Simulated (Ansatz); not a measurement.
`C[CH2][SbH][SiH3]` + HCl → `[SiH3][SbH][Cl]` + `CC` at 500 K and 1 bar (ligand exchange at the Sb–C bond).

Isolated molecules relaxed with PBE0-D4/def2-TZVP in Ansatz; ΔE leaves out vibrations. CBS: MP2 limit from def2 TZ/QZ plus the TZ coupled-cluster correction, frozen cores. This one scheme is used for every species. Elements past krypton have def2 core potentials. For Sb outer-core shells are correlated without core-valence functions, which leaves a few kJ/mol of doubt a bond. One conformer a species, not always the lowest.

```
            species  CCSD(T)/CBS energy (Eh)  H − E (kJ/mol)  S (J/(mol·K))
`C[CH2][SbH][SiH3]`               -610.60798           307.2          456.2
                HCl               -460.38127            32.5          201.9
  `[SiH3][SbH][Cl]`               -991.30233           124.5          394.2
               `CC`                -79.71954           220.5          259.9
```

H − E and S are ideal-gas, rigid-rotor, harmonic terms from PBE0-D4/def2-TZVP, for one conformer and one mirror image of each species. 1 Eh = 2625.50 kJ/mol, R = 8.31446 J/(mol·K).

Question: By hand: ΔE, ΔH, ΔS and ΔG.

Answer: ΔE = (-991.30233) + (-79.71954) − (-610.60798) − (-460.38127) = -0.03262 Eh = -85.6 kJ/mol. Δ(H − E) = 124.5 + 220.5 − 307.2 − 32.5 = 5.3, so ΔH = -80.3 kJ/mol. ΔS = 394.2 + 259.9 − 456.2 − 201.9 = -4.0 J/(mol·K). ΔG = -80.3 − 500 × (-4.0)/1000 = -78.3 kJ/mol.

Question: By hand: the equilibrium constant, and the temperature at which ΔG would vanish if ΔH and ΔS stayed fixed.

Answer: log₁₀ K = −ΔG/(RT ln 10) = 8.2. ΔG = 0 at ΔH/ΔS = 20075 K, far beyond where these terms or the molecules hold.

The number of gas molecules stays the same, so ΔS is small and ΔH decides. A doubt of 5 kJ/mol in ΔE shifts log₁₀ K by 0.5 here. Other conformers and mirror images would add mixing entropy, several J/(mol·K) or more a flexible species. Modes under 60 cm⁻¹, often nearly free rotors, make the harmonic entropy too high. These are equilibria of isolated gas molecules and say nothing of rates. Largest T1 diagnostic: 0.013 (customary marks: 0.02 for closed shells, 0.045 for open ones).
